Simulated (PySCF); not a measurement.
thienothiophene (C$_{6}$H$_{4}$S$_{2}$), singlet, geometry from GFN2-xTB; PBE0/STO-3G (PySCF).

Here is a job for PySCF.
```python
from pyscf import gto, scf, dft

mol = gto.Mole()
mol.atom = '''
    C     2.22003131   -0.07797162    0.44942758
    C     1.63481759    0.09787413   -0.76183178
    C     0.22889463    0.09082685   -0.64938130
    S    -1.09106418    0.25587010   -1.75177317
    C    -2.22003131    0.07797162   -0.44942758
    C    -1.63481759   -0.09787413    0.76183178
    C    -0.22889463   -0.09082685    0.64938130
    S     1.09106418   -0.25587010    1.75177317
    H     3.26754805   -0.11651960    0.67385468
    H     2.17150947    0.22543816   -1.68349378
    H    -3.26754805    0.11651960   -0.67385468
    H    -2.17150947   -0.22543816    1.68349378
'''
mol.basis = 'sto-3g'
mol.verbose = 4
mol.build()

mf = dft.RKS(mol)
mf.xc = 'pbe0'
mf.kernel()
```

It wrote (shortened):

```
PySCF version 2.14.0

[INPUT] verbose = 4
[INPUT] num. atoms = 12
[INPUT] num. electrons = 72
[INPUT] charge = 0
[INPUT] spin (= nelec alpha-beta = 2S) = 0
[INPUT] symmetry False subgroup None
[INPUT] Mole.unit = angstrom
[INPUT] Symbol           X                Y                Z      unit          X                Y                Z       unit  Magmom
[INPUT]  1 C      2.220031310000  -0.077971620000   0.449427580000 AA    4.195251163859  -0.147345007289   0.849295039026 Bohr   0.0
[INPUT]  2 C      1.634817590000   0.097874130000  -0.761831780000 AA    3.089357508721   0.184955300380  -1.439653417190 Bohr   0.0
[INPUT]  3 C      0.228894630000   0.090826850000  -0.649381300000 AA    0.432548162084   0.171637871257  -1.227152807414 Bohr   0.0
[INPUT]  4 S     -1.091064180000   0.255870100000  -1.751773170000 AA   -2.061812484523   0.483524412465  -3.310371523661 Bohr   0.0
[INPUT]  5 C     -2.220031310000   0.077971620000  -0.449427580000 AA   -4.195251163859   0.147345007289  -0.849295039026 Bohr   0.0
[INPUT]  6 C     -1.634817590000  -0.097874130000   0.761831780000 AA   -3.089357508721  -0.184955300380   1.439653417190 Bohr   0.0
[INPUT]  7 C     -0.228894630000  -0.090826850000   0.649381300000 AA   -0.432548162084  -0.171637871257   1.227152807414 Bohr   0.0
[INPUT]  8 S      1.091064180000  -0.255870100000   1.751773170000 AA    2.061812484523  -0.483524412465   3.310371523661 Bohr   0.0
[INPUT]  9 H      3.267548050000  -0.116519600000   0.673854680000 AA    6.174770913357  -0.220190132144   1.273400792956 Bohr   0.0
[INPUT] 10 H      2.171509470000   0.225438160000  -1.683493780000 AA    4.103558175199   0.426016380426  -3.181342176609 Bohr   0.0
[INPUT] 11 H     -3.267548050000   0.116519600000  -0.673854680000 AA   -6.174770913357   0.220190132144  -1.273400792956 Bohr   0.0
[INPUT] 12 H     -2.171509470000  -0.225438160000   1.683493780000 AA   -4.103558175199  -0.426016380426   3.181342176609 Bohr   0.0

nuclear repulsion = 478.035813056625
number of shells = 32
number of NR pGTOs = 156
number of NR cGTOs = 52
basis = sto-3g
ecp = {}

******** <class 'pyscf.dft.rks.RKS'> ********
method = RKS
initial guess = minao
damping factor = 0
level_shift factor = 0
DIIS = <class 'pyscf.scf.diis.CDIIS'>
diis_start_cycle = 1
diis_space = 8
diis_damp = 0
SCF conv_tol = 1e-09
SCF conv_tol_grad = None
SCF max_cycles = 50
direct_scf = True
direct_scf_tol = 1e-13
XC library pyscf.dft.libxc version 7.1.2
    S. Lehtola, C. Steigemann, M. J. T. Oliveira, and M. A. L. Marques,  SoftwareX 7, 1–5 (2018)
XC functionals = pbe0
    C. Adamo and V. Barone,  J. Chem. Phys. 110, 6158 (1999)
    M. Ernzerhof and G. E. Scuseria,  J. Chem. Phys. 110, 5029 (1999)
radial grids:
    Treutler-Ahlrichs [JCP 102, 346 (1995); DOI:10.1063/1.469408] (M4) radial grids

becke partition: Becke, JCP 88, 2547 (1988); DOI:10.1063/1.454033
pruning grids: <function nwchem_prune>
grids dens level: 3
symmetrized grids: False
atomic radii adjust function: <function treutler_atomic_radii_adjust>
small_rho_cutoff = 0
Set gradient conv threshold to 3.16228e-05
Initial guess from minao.
tot grids = 161704
init E= -1016.80404100789
  HOMO = -0.226574272179457  LUMO = -0.0469641167459952  gap/eV = 4.88744
cycle= 1 E= -1015.29914389242  delta_E=  1.5  |g|= 0.173  |ddm|= 5.43
  HOMO = -0.129561441073675  LUMO = 0.0965879623195179  gap/eV = 6.15384
cycle= 2 E= -1015.30416599976  delta_E= -0.00502  |g|= 0.152  |ddm|= 0.471
  HOMO = -0.138069161781363  LUMO = 0.093479507002183  gap/eV = 6.30076
cycle= 3 E= -1015.31017741871  delta_E= -0.00601  |g|= 0.0603  |ddm|= 0.264
  HOMO = -0.140747487949452  LUMO = 0.0897218488544306  gap/eV = 6.27139
cycle= 4 E= -1015.31127137959  delta_E= -0.00109  |g|= 0.0148  |ddm|= 0.0925
  HOMO = -0.140411615965583  LUMO = 0.0899357354484293  gap/eV = 6.26807
cycle= 5 E= -1015.31133986387  delta_E= -6.85e-05  |g|= 0.00333  |ddm|= 0.0249
  HOMO = -0.140044166295848  LUMO = 0.0904117132819524  gap/eV = 6.27102
cycle= 6 E= -1015.31134372071  delta_E= -3.86e-06  |g|= 0.000283  |ddm|= 0.00527
  HOMO = -0.140087608975402  LUMO = 0.0903711394025795  gap/eV = 6.27110
cycle= 7 E= -1015.31134373899  delta_E= -1.83e-08  |g|= 0.000171  |ddm|= 0.000716
  HOMO = -0.140082525397651  LUMO = 0.0903798808410127  gap/eV = 6.27120
cycle= 8 E= -1015.31134375066  delta_E= -1.17e-08  |g|= 8.19e-06  |ddm|= 0.000307
  HOMO = -0.140082982447664  LUMO = 0.0903801436559649  gap/eV = 6.27122
cycle= 9 E= -1015.31134375069  delta_E= -3.14e-11  |g|= 7.83e-07  |ddm|= 1.84e-05
  HOMO = -0.14008306026532  LUMO = 0.0903801352684223  gap/eV = 6.27122
Extra cycle  E= -1015.31134375069  delta_E= -5.91e-12  |g|= 6.17e-07  |ddm|= 2.61e-06
converged SCF energy = -1015.31134375069
```
